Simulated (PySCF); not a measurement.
C5H5F.

```xyz
11

C     -0.1103    -2.6636     0.0000
C      0.3533    -1.4353     0.0000
C      0.8340    -0.1982     0.0000
C      0.0075     1.0073     0.0000
C      0.4632     2.2774     0.0000
F     -1.3201     0.7690     0.0000
H     -0.3179    -3.2015    -0.9421
H     -0.3179    -3.2015     0.9421
H      1.9266    -0.0383     0.0000
H     -0.2387     3.1219     0.0000
H      1.5430     2.4732     0.0000
```
Charge 0, spin multiplicity 1.

Geometry optimised at PBE-D3(BJ)/def2-SVP. This is a generated structure with no PubChem entry under its InChIKey; it may be hypothetical. One conformer was computed; it need not be the lowest.

Level of theory: B3LYP/pcSseg-1 (PySCF). Non-relativistic, no solvent.

Computed absolute GIAO shielding of each atom: isotropic value and principal components (ppm):
| atom | σ(iso) | σ11 | σ22 | σ33 | span |
|---|---|---|---|---|---|
| C1 | 92.6 | -1.9 | 120.3 | 159.5 | 161.5 |
| C2 | -51.6 | -62.9 | -52.5 | -39.3 | 23.6 |
| C3 | 82.6 | 6.9 | 105.8 | 135.0 | 128.1 |
| C4 | 7.2 | -101.6 | 51.4 | 71.8 | 173.5 |
| C5 | 79.0 | -16.8 | 105.3 | 148.7 | 165.5 |
| F6 | 271.0 | 167.2 | 277.4 | 368.4 | 201.2 |
| H7 | 25.8 | 24.2 | 24.5 | 28.8 | 4.6 |
| H8 | 25.8 | 24.2 | 24.5 | 28.8 | 4.6 |
| H9 | 25.5 | 22.9 | 25.7 | 28.0 | 5.0 |
| H10 | 26.4 | 23.8 | 25.0 | 30.5 | 6.8 |
| H11 | 26.8 | 24.8 | 25.6 | 29.9 | 5.2 |
